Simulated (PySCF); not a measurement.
C4H12O2Sn, SMILES C[CH2][SnH]([O]C)[O]C, singlet, GFN2-xTB optimised geometry.

```
19

Sn     0.26    -1.43     0.00
C     -1.12    -2.33     1.45
C     -1.32    -1.50     2.70
O     -0.31    -2.25    -1.75
C      0.30    -2.10    -3.00
O     -0.35     0.50     0.00
C      0.02     1.50    -0.90
H      2.04    -1.43     0.00
H     -0.74    -3.32     1.69
H     -2.04    -2.42     0.87
H     -2.09    -1.95     3.31
H     -1.63    -0.49     2.44
H     -0.41    -1.43     3.28
H      0.07    -1.13    -3.45
H     -0.09    -2.89    -3.64
H      1.39    -2.21    -2.95
H     -0.46     2.42    -0.56
H     -0.33     1.29    -1.92
H      1.10     1.66    -0.93
```

Density from B3LYP/def2-SVP, def2 effective core potentials past Kr (PySCF) at that geometry. The core electrons that the potentials of Sn replace are not part of the density.

Minimum of the electron density along straight lines between bonded atoms, close to the bond critical point (lines longer than 1.1 times the sum of covalent radii, or with two minima, are not listed):

```json
[
 {"bond": "Sn1–C2", "length / Å": "2.197", "ρ at the minimum / e bohr⁻³": "0.096", "∇²ρ there / e bohr⁻⁵": "0.09", "position (fraction from the first atom)": "0.51"},
 {"bond": "C2–C3", "length / Å": "1.511", "ρ at the minimum / e bohr⁻³": "0.248", "∇²ρ there / e bohr⁻⁵": "-0.57", "position (fraction from the first atom)": "0.51"},
 {"bond": "Sn1–O4", "length / Å": "2.020", "ρ at the minimum / e bohr⁻³": "0.097", "∇²ρ there / e bohr⁻⁵": "0.50", "position (fraction from the first atom)": "0.51"},
 {"bond": "O4–C5", "length / Å": "1.398", "ρ at the minimum / e bohr⁻³": "0.263", "∇²ρ there / e bohr⁻⁵": "-0.46", "position (fraction from the first atom)": "0.66"},
 {"bond": "Sn1–O6", "length / Å": "2.020", "ρ at the minimum / e bohr⁻³": "0.097", "∇²ρ there / e bohr⁻⁵": "0.50", "position (fraction from the first atom)": "0.51"},
 {"bond": "O6–C7", "length / Å": "1.399", "ρ at the minimum / e bohr⁻³": "0.263", "∇²ρ there / e bohr⁻⁵": "-0.46", "position (fraction from the first atom)": "0.66"},
 {"bond": "Sn1–H8", "length / Å": "1.775", "ρ at the minimum / e bohr⁻³": "0.098", "∇²ρ there / e bohr⁻⁵": "0.10", "position (fraction from the first atom)": "0.62"},
 {"bond": "C2–H9", "length / Å": "1.088", "ρ at the minimum / e bohr⁻³": "0.277", "∇²ρ there / e bohr⁻⁵": "-1.01", "position (fraction from the first atom)": "0.63"},
 {"bond": "C2–H10", "length / Å": "1.091", "ρ at the minimum / e bohr⁻³": "0.276", "∇²ρ there / e bohr⁻⁵": "-1.01", "position (fraction from the first atom)": "0.63"},
 {"bond": "C3–H11", "length / Å": "1.090", "ρ at the minimum / e bohr⁻³": "0.276", "∇²ρ there / e bohr⁻⁵": "-1.01", "position (fraction from the first atom)": "0.62"},
 {"bond": "C3–H12", "length / Å": "1.086", "ρ at the minimum / e bohr⁻³": "0.280", "∇²ρ there / e bohr⁻⁵": "-1.05", "position (fraction from the first atom)": "0.63"},
 {"bond": "C3–H13", "length / Å": "1.087", "ρ at the minimum / e bohr⁻³": "0.278", "∇²ρ there / e bohr⁻⁵": "-1.02", "position (fraction from the first atom)": "0.62"},
 {"bond": "C5–H14", "length / Å": "1.093", "ρ at the minimum / e bohr⁻³": "0.281", "∇²ρ there / e bohr⁻⁵": "-1.05", "position (fraction from the first atom)": "0.63"},
 {"bond": "C5–H15", "length / Å": "1.092", "ρ at the minimum / e bohr⁻³": "0.282", "∇²ρ there / e bohr⁻⁵": "-1.07", "position (fraction from the first atom)": "0.63"},
 {"bond": "C5–H16", "length / Å": "1.094", "ρ at the minimum / e bohr⁻³": "0.280", "∇²ρ there / e bohr⁻⁵": "-1.04", "position (fraction from the first atom)": "0.63"},
 {"bond": "C7–H17", "length / Å": "1.092", "ρ at the minimum / e bohr⁻³": "0.282", "∇²ρ there / e bohr⁻⁵": "-1.07", "position (fraction from the first atom)": "0.63"},
 {"bond": "C7–H18", "length / Å": "1.093", "ρ at the minimum / e bohr⁻³": "0.281", "∇²ρ there / e bohr⁻⁵": "-1.05", "position (fraction from the first atom)": "0.63"},
 {"bond": "C7–H19", "length / Å": "1.093", "ρ at the minimum / e bohr⁻³": "0.280", "∇²ρ there / e bohr⁻⁵": "-1.04", "position (fraction from the first atom)": "0.63"}
]
```
